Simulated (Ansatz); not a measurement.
`[SiH3][O][Sc]([Cl])[Cl]` + CH₃OH → `C[O][Sc]([Cl])[Cl]` + silanol  (ligand exchange at the Sc–O bond)

Gas-phase electronic energies from Ansatz, PBE0-D4/def2-TZVP geometries. CBS: MP2 limit from def2 TZ/QZ plus the TZ coupled-cluster correction, frozen cores. This one scheme is used for every species. For Sc outer-core shells are correlated without core-valence functions, which leaves a few kJ/mol of doubt a bond. Scalar relativity is left out up to krypton. Each species was taken in one conformer, which may not be the lowest.

`[SiH3][O][Sc]([Cl])[Cl]`:

```xyz
8

Si    0.078    1.504   -0.545
O     0.006   -0.041    0.009
Sc   -0.088   -1.775    0.642
Cl   -0.808   -2.119    2.790
Cl    0.517   -3.485   -0.759
H    -1.298    2.056   -0.649
H     0.873    2.332    0.398
H     0.721    1.528   -1.884
```

CH₃OH:

```xyz
6

C     0.305   -0.090    0.160
O    -0.526    0.383   -0.875
H     1.331   -0.047   -0.208
H     0.084   -1.129    0.432
H     0.241    0.530    1.064
H    -1.436    0.352   -0.574
```

`C[O][Sc]([Cl])[Cl]`:

Cartesian coordinates in Å:
```
C 0.124 0.183 1.493
O 0.011 0.002 0.117
Sc -0.140 -0.208 -1.683
Cl -0.305 1.678 -2.993
Cl -0.157 -2.344 -2.544
H 1.074 -0.224 1.853
H -0.689 -0.333 2.013
H 0.082 1.247 1.745
```

`O[SiH3]`:

Cartesian coordinates in Å:
```
O -1.034 0.398 -0.644
Si 0.312 0.046 0.239
H -1.446 -0.314 -1.135
H 0.033 -0.979 1.282
H 0.721 1.316 0.879
H 1.414 -0.466 -0.621
```

```
                  species  CCSD(T)/CBS(def2) energy (Eh)
`[SiH3][O][Sc]([Cl])[Cl]`                    -2046.06885
                    CH₃OH                     -115.61712
     `C[O][Sc]([Cl])[Cl]`                    -1794.99069
                `O[SiH3]`                     -366.69042
```

Work out ΔE.

ΔE = (-1794.99069) + (-366.69042) − (-2046.06885) − (-115.61712) = 0.00486 Eh = +12.8 kJ/mol.

Largest T1 diagnostic among the species: 0.015.

Leaving LDA and LC-ωPBE aside and taking each functional with its dispersion term where it has one, the values, not all of them listed here, spread over 7.5 kJ/mol, from PBE-D4 to BHLYP-D4. LDA lies −4.7 kJ/mol from PBE without D4. From BLYP to BHLYP (50 % exact exchange), in def2-TZVPP and without D4, ΔE moves by +5.8 kJ/mol. In def2-TZVPP, CCSD(T) changes the Hartree–Fock value by −6.1 kJ/mol (the triples alone add −1.6 kJ/mol) and MP2 by −8.1 kJ/mol.
